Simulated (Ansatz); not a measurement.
The cluster Mo₂O₂⁺. The state is a doublet with charge 1. Geometry relaxed at PBE0-D4/def2-TZVP.

```csv
atom,x (Å),y (Å),z (Å)
Mo1,1.196,-0.514,-0.689
Mo2,-1.108,0.477,0.638
O3,-0.700,-0.962,-0.381
O4,0.612,1.000,0.432
```

In the def2 sets Mo takes a core potential; there is no spin–orbit coupling. The charge 1 doublet is spin-contaminated (final ⟨S²⟩ up to 3.59, 0.75 for a pure state). The relaxation made no stability test and no search for a lower SCF solution. The geometry of the doublet was relaxed on an unsound state (⟨S²⟩ 3.57, where a pure state has 0.75). The structure comes from a short search, and lower isomers may exist.

**Question.** Estimate the harmonic wavenumbers at UKS PBE0-D4/def2-TZVP (Ansatz, unscaled). Is this a minimum?

**Answer.** 580i, 119, 134, 370, 652, 686 cm⁻¹. No: 1 imaginary mode, a saddle point. Zero-point energy 11.7 kJ/mol. It took 1.7 min on 4 threads of Arm Neoverse V2 on a shared host, peak host memory 0.56 GiB.
